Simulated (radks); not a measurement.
Results of a calculation; reference values are marked as such.
Question: These are the eigenvalues of the occupied orbitals of an atom or ion with whole-number occupations (eV). Level of theory: non-relativistic Kohn-Sham, PBEsol, spin-polarised, spherical densities, point nucleus (a radial shooting solver on a logarithmic mesh with Libxc functionals).

| orbital | eigenvalue |
|---|---|
| 1s up | -6942.401 |
| 1s down | -6941.898 |
| 2s up | -820.2293 |
| 2s down | -817.5801 |
| 2p up | -710.2290 |
| 2p down | -707.9722 |
| 3s up | -106.5641 |
| 3s down | -100.2609 |
| 3p up | -74.1467 |
| 3p down | -67.9941 |
| 3d up | -21.1916 |
| 3d down | -15.7162 |
| 4s up | -10.9642 |
| 4s down | -9.9245 |
| 4d up | -0.7651 |

Which element is it, and in what charge state? The configuration may be excited. Open shells, if any, are filled with parallel spins first.

Answer: Z = 26, iron, charge 0: Fe in [Ne] 3s2 3p5 3d6 4s2 4d1. The list shows which subshells hold electrons but not how many an open one holds; the 1s level, -255.13 hartree, gives Z - s = 22.6 by -(Z - s)^2/2, which with screening narrows Z to a few neighbours, and the depths of the outer levels then fix element, charge and occupations together.
